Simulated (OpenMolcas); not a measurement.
**Cr3+, Mo3+, W3+: d³ down the group**

```
Program             : OpenMolcas 26.06
Method              : RASSCF
Basis               : ANO-R2
Scalar Hamiltonian  : X2C, finite nucleus
Spin-orbit coupling : RASSI with atomic mean-field integrals over the reference wave functions, term energies averaged over their components
```

Active space for each ion: 9 electrons in 8 orbitals (RAS1 p, at most 2 holes; RAS2 d).

Computed levels in cm-1 above ⁴F_3/2:

| Level | Cr3+ | Mo3+ | W3+ |
| --- | --- | --- | --- |
| ⁴F_5/2 | 260 | 804 | 3815 |
| ⁴F_7/2 | 615 | 1829 | 7450 |
| ⁴F_9/2 | 1058 | 3005 | 10492 |
| ⁴P_1/2 | 16661 | 12382 | 14434 |
| ⁴P_3/2 | 16768 | 12409 | 12883 |
| ⁴P_5/2 | 17084 | 13668 | 19555 |
| ²G_7/2 | 18150 | 14305 | 18472 |
| ²G_9/2 | 18529 | 15145 | 28408 |
| ²P_1/2 | 21476 | 17092 | 23298 |
| weight of ⁴F in the lowest level (%) | 100 | 99 | 89 |

Mixed levels, with the weight of the term that names them: W3+ ⁴P_3/2 (52 %), W3+ ²G_9/2 (51 %).

Measured, with the error of the calculation in %. Measured levels: Cr3+ from Sugar and Corliss, J. Phys. Chem. Ref. Data 6, 317 (1977); Mo3+ from Sugar and Musgrove, J. Phys. Chem. Ref. Data 17, 155 (1988); W3+ from the list in J. Phys. B 45, 035001 (2012).

| Level | Cr3+ | Mo3+ | W3+ |
| --- | --- | --- | --- |
| ⁴F_5/2 | 236 (+10.2) | 778 (+3.3) | 3537 (+7.8) |
| ⁴F_7/2 | 556 (+10.7) | 1760 (+3.9) | 6745 (+10.5) |
| ⁴F_9/2 | 946 (+11.9) | 2865 (+4.9) | 9256 (+13.3) |
| ⁴P_1/2 | 14059 (+18.5) | 10338 (+19.8) | 11773 (+22.6) |
| ⁴P_3/2 | 14177 (+18.3) | 10331 (+20.1) |  |
| ⁴P_5/2 | 14471 (+18.1) | 11612 (+17.7) | 17190 (+13.8) |
| ²G_7/2 | 15052 (+20.6) | 11580 (+23.5) | 15261 (+21.0) |
| ²G_9/2 | 15402 (+20.3) | 12311 (+23.0) |  |
| ²P_1/2 | 19519 (+10.0) | 14348 (+19.1) | 18365 (+26.9) |

The fine-structure level ⁴F_9/2 changes by a factor of 9.92 from Cr3+ to W3+.

Without spin-orbit coupling ⁴P lies 16324, 11467, 10869 cm-1 above ⁴F in that order; the difference to the level ⁴P_1/2, of either sign, comes from spin-orbit coupling, which also lowers the zero.

Without dynamic correlation excited terms often stand tens of per cent too high (terms of higher spin than the ground term too low), and those without a measured partner can miss by more than the paired ones. Active for correlation alone: 3p; no level in the range computed is led by a configuration that opens it, so any true level of that kind is missing (holds for Cr3+). Active for correlation alone: 4p; no level in the range computed is led by a configuration that opens it, so any true level of that kind is missing (holds for Mo3+). Some levels mix across a computed gap that differs much from the measured one, so their mixing is not that of the real levels (holds for W3+). Active for correlation alone: 5p; no level in the range computed is led by a configuration that opens it, so any true level of that kind is missing (holds for W3+). Measured partners are found by configuration, term and J. A level has none where our copy of the source lacks it or the pairing is in doubt (some pairs that miss far off the trend of their configuration count as doubtful), and it then counts in no deviation. Only configurations of the active space appear.
